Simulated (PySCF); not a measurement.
# Two-component Hartree-Fock for Sc⁺ (scandium, charge +1)

Start: [Ar] 3d1 4s1; 3d3/2 filled at m_j = +3/2; 4s1/2 filled at m_j = -1/2. Calculated with PySCF 2.14 in x2c-TZVPall-2c: generalised Hartree-Fock with the X2C-1e Hamiltonian and a Gaussian nucleus; one run each with spin-orbit coupling (SO) switched off, then screened by Boettger's factors.

| spinor shell | electrons | ε, spin-free (eV) | ε, screened SO (eV) | weight of nominal j (screened SO) | rms radius, screened SO (bohr) |
| --- | --- | --- | --- | --- | --- |
| 1s1/2 | 2 | -4546.4 | -4546.3 | 1.000 | 0.0844 |
| 2s1/2 | 2 | -530.98 | -530.96 | 1.000 | 0.370 |
| 2p1/2 | 2 | -433.67 | -436.99 | 0.998 | 0.338 |
| 3s1/2 | 2 | -77.344 | -77.337 | 1.000 | 1.15 |
| 3p1/2 | 2 | -49.729 | -50.575 | 0.653 | 1.27 |
| 3p3/2 | 4 | -49.729 | -49.299 | 0.827 | 1.27 |
| 3d3/2 | 1 | -16.205 | -16.217 | 0.829 | 1.86 |
| 4s1/2 | 1 | -12.302 | -12.300 | 1.000 | 3.69 |

**Question.** Where does 2p3/2 lie, and what is the 2p spin-orbit splitting (screened SO)?

**Answer.** At -432.01 eV, 4.978 eV above 2p1/2.

```tsv
quantity	spin-free	screened SO
E (hartree)	-763.07447	-763.07947
M_J	1	1
⟨J²⟩	4.006	3.862
⟨L²⟩	6.005	6.005
⟨S²⟩	2.001	2.000
```

The determinant has a definite M_J but mixes levels of different J.

Each row is a mean over spinors that exchange with the open shell spreads, by up to 4.414 eV (3p1/2).

Rows whose weight is well below 1 are mixtures of j = l ± 1/2: exchange outweighs spin-orbit coupling there, and the label is only the starting occupation.

Without spin-orbit coupling the j labels of p, d and f shells carry no meaning; the spin-free column gives the mean over the occupied spinors of each nl shell, and its ⟨J²⟩ belongs to a mixture of degenerate components.
